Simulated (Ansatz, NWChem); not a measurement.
# From Ansatz to NWChem

Ansatz 0.2.0 runs this on SiH2SClO2 (SMILES O[Si](O)([S])Cl):

input.yaml:
```yaml
crystal:
  periodic: [false, false, false]
  atoms:
    - {symbol: O, position_ang: [-0.721300, 0.390200, 1.089800]}
    - {symbol: Si, position_ang: [0.021300, -0.031700, -0.297300]}
    - {symbol: O, position_ang: [0.987900, -1.278400, 0.072600]}
    - {symbol: S, position_ang: [-1.252400, -0.496200, -1.902100]}
    - {symbol: Cl, position_ang: [1.072800, 1.560300, -1.054000]}
    - {symbol: H, position_ang: [-1.337800, 1.124200, 1.063500]}
    - {symbol: H, position_ang: [1.290700, -1.336400, 0.981700]}
basis:
  gaussian: {orbitals: "6-31G*"}
magnetization: {spin_polarized: true, initial_magnetization: 1}
hamiltonian: {xc: {name: B3LYP}}
accuracy: high
output: {orbitals: {seedname: orbitals}}
```

```bash
$ ansatz run input.yaml --threads 1 --pin off --max-ram 2610MiB --events-out events.jsonl --progress --plain --runs-dir runs
```

The shape is that of a PBE0-D4/def2-TZVP optimisation. This is one conformer, not always the lowest.

It gives a total energy of -1299.653416 Eh.

Write the same calculation for NWChem 7.3.0 as an input file of the program's own, asking for the gradient.

For example:

job.nw:
```
start job
title "ClH2O2SSi gradient"
memory stack 880 mb heap 220 mb global 1100 mb

geometry units angstroms noautosym nocenter noautoz
 O     -0.721300     0.390200     1.089800
 Si     0.021300    -0.031700    -0.297300
 O      0.987900    -1.278400     0.072600
 S     -1.252400    -0.496200    -1.902100
 Cl     1.072800     1.560300    -1.054000
 H     -1.337800     1.124200     1.063500
 H      1.290700    -1.336400     0.981700
end

basis cartesian
 * library 6-31G*
end

dft
 xc b3lyp
 mult 2
 grid fine
 convergence energy 1e-08
 maxiter 100
 mulliken
end

task dft gradient
```

```bash
$ nwchem job.nw > job.out
```

Its energy is -1299.653414 Eh, 0.002 mEh from the first.
